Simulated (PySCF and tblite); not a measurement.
The numbers below are computed, except where a source is named.
C9H9FO, numbered as in [CH2:1]=[CH:2][c:3]1[c:4]([OH:5])[cH:6][cH:7][cH:8][c:9]1[CH2:10][F:11].

The ensemble was built from 150 distance-geometry starts (ETKDG, MMFF94s, GFN2-xTB) and rests on GFN2-xTB geometries. Weights use PBE0-D3(BJ)/6-31G* energies plus GFN2-xTB zero-point and thermal terms (modes under about 100 cm⁻¹ blended into free rotors). Symmetry numbers and mirror images are counted. Conformers within 3 kcal/mol (GFN2-xTB free energy) were kept, 10 at most. Of two unlike H on one atom, a is the less shielded (PBE0/6-31G*). Run with PySCF (density fitting) and tblite.

An NOE distance is ⟨r⁻⁶⟩^(−1/6) over all pairs of like atoms and, for the average, over conformers.

Torsions listed: C1–C2–C3–C4, C3–C4–O5–H5, C3–C9–C10–F11. Of a mirror pair one member is shown.

```json
{"conformer": "1", "shape": "50°, 2°, -69°", "weight %": "53.1"}
{"conformer": "2", "shape": "-49°, -2°, -174°", "weight %": "43.0"}
{"conformer": "3", "shape": "-130°, 2°, -90°", "weight %": "2.1"}
{"conformer": "4", "shape": "137°, -179°, 92°", "weight %": "0.9"}
```

Not shown: 2 more, 0.9 % in all.

**Question.** Which H–H contacts under 3.5 Å would NOEs report (pairs on one atom left out) at 298.15 K?

**Answer.** 
```tsv
pair	in 1 (Å)	in 2 (Å)	in 3 (Å)	in 4 (Å)	average (Å)
H1b ··· H5	2.17	2.16	3.96	5.38	2.18
H1a ··· H2	2.43	2.43	2.42	2.43	2.43
H7 ··· H8	2.47	2.47	2.46	2.46	2.47
H6 ··· H7	2.48	2.48	2.48	2.47	2.48
H2 ··· H10	2.95	2.52	3.66	3.81	2.71
H8 ··· H10	2.58	3.45	2.63	2.64	2.78
H1b ··· H2	3.07	3.06	3.06	3.06	3.06
H1a ··· H5	3.06	3.05	3.80	5.41	3.07
H2 ··· H5	3.20	3.21	2.08	3.38	3.08
H5 ··· H6	3.49	3.48	3.49	2.24	3.36
```

Longer pairs under the limit may be missing.

The minima are those of GFN2-xTB; planar forms about aryl–S or allylic bonds may be saddles in DFT.


Conformer gaps in 6-31G* on xTB geometries can be 2 kcal/mol off for S=O, P=O and other polar bonds.